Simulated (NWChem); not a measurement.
Lowest excitation of sulfur tetrafluoride (F4S)

```
S
F 1 1.6133
F 1 1.6133 2 100.72
F 1 1.6883 2 87.93 3 -87.49
F 1 1.6883 2 87.93 4 174.99
```
Charge 0, spin multiplicity 1.

Program: NWChem. All single points use one geometry, from PBE/def2-SVP, a minimum by its harmonic frequencies.

Basis set: def2-SVP.

| method | lowest vertical singlet excitation energy (eV) | relative cost | difference from EOM-CCSD |
|---|---|---|---|
| EOM-CCSD | 6.66 | 3 | 0.00 |
| TD-BHandHLYP | 6.59 | under 3 | -0.06 |
| CIS | 7.70 | 1 | +1.04 |
| TD-PBE | 5.46 | under 3 | -1.20 |
| TD-B3LYP | 5.96 | under 3 | -0.70 |

The values span 2.24 eV, from TD-PBE (lowest) to CIS (highest). The cost column gives rough processor time relative to CIS; each entry includes its own SCF.

The correlated methods keep 9 core orbitals frozen. B3LYP has NWChem's definition, with VWN1-RPA local correlation. No row is a measurement; the coupled-cluster row has its own basis-set and correlation limits.
